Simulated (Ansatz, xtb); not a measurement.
# Two isomers of C3H3BClNO

Structure a: `Bc1ocnc1Cl`, a singlet. Structure b: `Bc1ncoc1Cl`, a singlet. Both are isolated molecules in the gas phase, relaxed with PBE-D3(BJ)/def2-SVP; the shapes shown needn't be the lowest conformers.

a (Å):

```json
{"atom": "C", "x (Å)": "-1.2307", "y (Å)": "1.2884", "z (Å)": "0.0231"}
{"atom": "C", "x (Å)": "-1.3299", "y (Å)": "3.4132", "z (Å)": "0.5370"}
{"atom": "C", "x (Å)": "-0.6412", "y (Å)": "1.5686", "z (Å)": "1.2672"}
{"atom": "B", "x (Å)": "-1.4406", "y (Å)": "0.0365", "z (Å)": "-0.8035"}
{"atom": "Cl", "x (Å)": "0.0924", "y (Å)": "0.4455", "z (Å)": "2.3254"}
{"atom": "N", "x (Å)": "-0.7099", "y (Å)": "2.8967", "z (Å)": "1.5752"}
{"atom": "O", "x (Å)": "-1.6722", "y (Å)": "2.5443", "z (Å)": "-0.4205"}
{"atom": "H", "x (Å)": "-1.0363", "y (Å)": "-1.0196", "z (Å)": "-0.3658"}
{"atom": "H", "x (Å)": "-2.0015", "y (Å)": "0.1011", "z (Å)": "-1.8769"}
{"atom": "H", "x (Å)": "-1.5910", "y (Å)": "4.4679", "z (Å)": "0.3785"}
```

b (Å):

```xyz
10

C    -1.3246    1.3194    0.0155
C    -1.4143    3.4189    0.5156
C    -0.4804    1.5714    1.1009
B    -1.5914   -0.0116   -0.6897
Cl    0.5332    0.5779    2.0288
N    -1.9037    2.5638   -0.3187
O    -0.5224    2.8826    1.4301
H    -1.0250   -1.0139   -0.3007
H    -2.3606   -0.0583   -1.6259
H    -1.5975    4.4965    0.6078
```

Q: Estimate E(b) − E(a) at the level CCSD(T)/def2-SVP + ΔMP2/def2-TZVPP.

A: Calculated at CCSD(T)/def2-SVP + ΔMP2/def2-TZVPP: E(b) − E(a) = +0.197 eV, so structure a lies lower.

Level by level:

```tsv
level	geometry	E(b) − E(a) (eV)	departure from the last row (eV)	job, with rough time for the two
GFN2-xTB	GFN2-xTB	+0.226	+0.029	optimisation, 0.12 s
HF/STO-3G	GFN2-xTB	+0.140	−0.057	single point, 0.32 s
r2SCAN-D4/def2-SVP	GFN2-xTB	+0.272	+0.075	single point, 2.4 s
PBE-D3(BJ)/def2-SVP	PBE-D3(BJ)/def2-SVP	+0.267	+0.070	optimisation, 15 s
HF/def2-SVP	PBE-D3(BJ)/def2-SVP	+0.226	+0.029	part of the CCSD(T) run
MP2/def2-SVP	PBE-D3(BJ)/def2-SVP	+0.202	+0.005	part of the CCSD(T) run
CCSD(T)/def2-SVP	PBE-D3(BJ)/def2-SVP	+0.205	+0.008	single point
CCSD(T)/def2-SVP + ΔMP2/def2-TZVPP	PBE-D3(BJ)/def2-SVP	+0.197		single point, 32 s
```

As drawn, both hold the same kinds of bond in the same numbers.

The levels shown agree on the order. The largest departure from CCSD(T)/def2-SVP + ΔMP2/def2-TZVPP is that of r2SCAN-D4/def2-SVP, 0.075 eV. The last row adds to CCSD(T) the change of the MP2 difference between the two basis sets, here −0.008 eV.

With thermal terms from frequencies at re-optimised GFN2-xTB minima (ideal gas, soft modes damped towards free rotors, one conformer each, 298.15 K, 1 atm): on the last row, ΔE + ΔZPE = +0.187, ΔH = +0.190, ΔG = +0.183 eV.

The correlated steps freeze 11 core orbitals. Codes used: Ansatz 0.2.0, xtb 6.7.1; the last row on 2 threads of Intel(R) Xeon(R) 6975P-C (Granite Rapids) on a shared host.
